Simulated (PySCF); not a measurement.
## Potential energy of CaSb along the bond

Set-up: Ca x2c-SVPall, Sb x2c-SVPall; spin-free X2C with a Gaussian nucleus (PySCF 2.14). Energies in eV from Ca + Sb in their ground configurations at the same level. All curves are PBE0. state 1: ⁴Σ⁻ (quartet), unpaired electrons σ ↑, π ↑↑; state 2: Ms = 0.5 determinant of mixed spin (⟨S²⟩ near 1.8), unpaired electrons σ ↓, π ↑↑, a second solution, started from another occupation; state 3: ²Π (doublet), unpaired electrons π ↑, a second solution, started from another occupation; state 4: Ms = 0.5 determinant of mixed spin (⟨S²⟩ near 1.8), unpaired electrons σ ↑, π ↑↓, a mixture of terms (⟨Lz²⟩ = 2.0), a second solution, started from another occupation.

```tsv
R (Å)	state 1	state 2	state 3	state 4
2.655	-0.533	-0.4655	-0.8497	-0.2113
2.778	-0.836	-0.7658	-0.9312	-0.5117
2.902	-0.999	-0.9225	-0.9010	-0.6693
2.994	-1.055	-0.9718	-0.8302	-0.7197
3.087	-1.070	-0.9778	-0.7325	-0.7274
3.180	-1.054	-0.9509	-0.6171	-0.7028
3.303	-0.999	-0.8781	-0.4471	-0.6342
3.457	-0.899	-0.7481	-0.2235	-0.5118
3.643	-0.757	-0.5613	0.0447	-0.3387
3.890	-0.569	-0.2990	0.3811	-0.1040
```

Put a parabola through the three lowest points of the state 1 curve and estimate Re, k and ωe (reduced mass 30.04 u; 1 eV/Å² = 0.16022 mdyn/Å; ωe = 1302.8·√(k/μ) cm⁻¹).

Through R = 2.994, 3.087, 3.18 Å the second-order coefficient is 1.79 eV/Å², so Re ≈ 3.086 Å, k ≈ 0.574 mdyn/Å and ωe ≈ 180 cm⁻¹. A polynomial fit of higher order to the unrounded PBE0 energies gives Re = 3.081 Å, k = 0.581 mdyn/Å, ωe = 181 cm⁻¹; anharmonicity and rounding make the difference.

The higher-order fit for each curve: state 1: Re = 3.081 Å, ωe = 181 cm⁻¹, De = 1.07 eV; state 2: Re = 3.055 Å, ωe = 195 cm⁻¹, minimum 0.98 eV below the ground-state fragments; state 3: Re = 2.799 Å, ωe = 247 cm⁻¹, minimum 0.93 eV below the ground-state fragments; state 4: Re = 3.059 Å, ωe = 192 cm⁻¹, minimum 0.73 eV below the ground-state fragments.

⟨S²⟩ of the unrestricted solution departs from its pure value on part of the curve, where spin states mix. Spin–orbit coupling is left out, which matters for elements this heavy, above all for dissociation energies. The state is the lowest determinant that a PBE0 search found; another state may lie lower at other levels.
